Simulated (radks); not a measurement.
Problem. All-electron atom: Tc+ in [Kr] 4d5 5s1 (the NIST ground configuration). Calculated with a radial shooting solver on a logarithmic mesh with Libxc functionals: Dirac Kohn-Sham, PBEsol, spin-unpolarised, spherical densities, point nucleus; open shells are shared between the two j in proportion to 2j + 1. Some entries of the table are withheld. Estimate them.

orbital  occ.  eigenvalue (eV)  r(max) (bohr)  <r^2> (bohr^2)
1s1/2       2        -20853.13        0.02229        0.001588
2s1/2       2        -2981.167         0.1263         0.02634
2p1/2       2        -2750.059        0.09816         0.01984
2p3/2       4        -2631.916         0.1021         0.02120
3s1/2       2        -525.2855         0.3727          0.1978
3p1/2       2        -436.4871            (1)          0.1951
3p3/2       4        -416.7251            (2)          0.2051
3d3/2       4        -259.5048            (3)             (4)
3d5/2       6        -255.7046            (5)             (6)
4s1/2       2         -80.8556         0.9490           1.268
4p1/2       2         -54.8985          1.006           1.521
4p3/2       4         -51.9392          1.031           1.603
4d3/2       2         -14.2931          1.263           3.337
4d5/2       3         -13.9970          1.275           3.414
5s1/2       1         -11.4293          2.613           10.31

Solution. 
(1) 3p1/2 r(max) (bohr): 0.3596
(2) 3p3/2 r(max) (bohr): 0.3690
(3) 3d3/2 r(max) (bohr): 0.3097
(4) 3d3/2 <r^2> (bohr^2): 0.1894
(5) 3d5/2 r(max) (bohr): 0.3124
(6) 3d5/2 <r^2> (bohr^2): 0.1926
